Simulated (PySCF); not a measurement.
PySCF job for C₃HBrClF, SMILES FC=C=C(Cl)Br, HF/pcSseg-1. Geometry: B3LYP-D3(BJ)/def2-SVP. The structure was generated by enumeration, and PubChem lists no compound with its InChIKey, so it may never have been made.

```python
import numpy as np
from pyscf import gto, scf, dft
from pyscf.prop.nmr import rhf as nmr

mol = gto.M(
    atom='''
    F    -3.38100063   -0.67150707    0.43611327
    C    -2.56005158    0.10974981   -0.27233221
    C    -1.26109463   -0.05868072   -0.31464830
    C     0.03636817   -0.17299940   -0.38249669
    Cl    0.84989513   -1.13893359   -1.57815314
    Br    1.19377269    0.72100754    0.84377058
    H    -3.09258737    0.90175237   -0.81152340
    ''',
    basis='pcSseg-1',
    charge=0,
    spin=0,
    max_memory=1600,
    verbose=3,
)
mf = scf.RHF(mol)
mf.conv_tol = 1e-10
mf.max_cycle = 100
mf.kernel()
n = nmr.NMR(mf)
n.verbose = 2
n.max_cycle_cphf = 60
sigma = n.kernel()
print('atom   isotropic/ppm   span/ppm')
for i, s in enumerate(sigma):
    w = np.linalg.eigvalsh((s + s.T) / 2)
    print(f'{mol.atom_symbol(i):2s}{i + 1:3d} {w.mean():14.3f} {w[2] - w[0]:11.3f}')
```

Output:

```
converged SCF energy = -3245.07451959063
atom   isotropic/ppm   span/ppm
F   1        368.750     102.319
C   2         55.833     124.349
C   3        -18.218      34.786
C   4         75.358     124.968
Cl  5        657.778     586.057
Br  6       1888.667    1747.235
H   7         24.203       5.164
```

Self-consistency was reached.
